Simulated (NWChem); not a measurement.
C4H5Cl; SMILES C=CC(Cl)=C

```xyz
10

C      0.7170    -1.9902     0.0000
C     -0.4286    -1.3002     0.0000
C     -0.5620     0.1540     0.0000
C     -1.7389     0.7944     0.0000
Cl     0.9136     1.0793     0.0000
H      1.6839    -1.4811     0.0000
H      0.7127    -3.0823     0.0000
H     -1.3857    -1.8330     0.0000
H     -2.6662     0.2170     0.0000
H     -1.8009     1.8832     0.0000
```
Atoms are numbered in this order, from 1.

Program: NWChem. Geometry: optimised at PBE0/def2-SVP.

### Question
Estimate the computed values for CAM-B3LYP/def2-TZVP. Quantities: highest occupied level (eV); orbital gap (eV); dipole (D).

### Answer
The highest occupied level (eV) is -8.27, the orbital gap (eV) is 8.10 and the dipole (D) is 1.44.
